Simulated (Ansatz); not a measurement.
Total energies of In₂PF₃ (the lowest singlet isomer of a short search) from Ansatz at ωB97X-V/def2-TZVPD, gas phase (1 Eh = 27.2114 eV = 2625.5 kJ/mol). The reference geometry is relaxed at r2SCAN-D4/def2-SVP.

```xyz
6

In    0.672    1.416   -0.077
In   -0.605   -1.307    0.625
P     0.261    0.413    2.078
F    -0.156   -0.235   -1.197
F    -1.408   -2.962    0.012
F     1.236    2.675   -1.440
```

```json
{"state": "charge 0 singlet", "geometry": "reference", "energy (Eh)": "-1021.24284"}
{"state": "charge -1 doublet", "geometry": "reference", "energy (Eh)": "-1021.28630"}
{"state": "free In atom (doublet)", "geometry": "–", "energy (Eh)": "-190.08516"}
{"state": "free P atom (quartet)", "geometry": "–", "energy (Eh)": "-341.20111"}
{"state": "free F atom (doublet)", "geometry": "–", "energy (Eh)": "-99.73522"}
```

In the def2 sets In takes a core potential; there is no spin–orbit coupling.

Question: Work out the vertical electron affinity, to the doublet.

Answer: E(charge 0 singlet) − E(charge -1 doublet) = -1021.24284 − (-1021.28630) = 0.04346 Eh = 1.18 eV.

Question: What is the binding energy per atom against free atoms?

Answer: Atoms: 2 × (-190.08516) + 1 × (-341.20111) + 3 × (-99.73522) = -1020.57709 Eh. Binding: -1020.57709 − (-1021.24284) = 0.66575 Eh = 18.12 eV, or 3.02 eV for each of 6 atoms (no zero-point energy, no counterpoise term).

The structure comes from a short search, and lower isomers may exist.
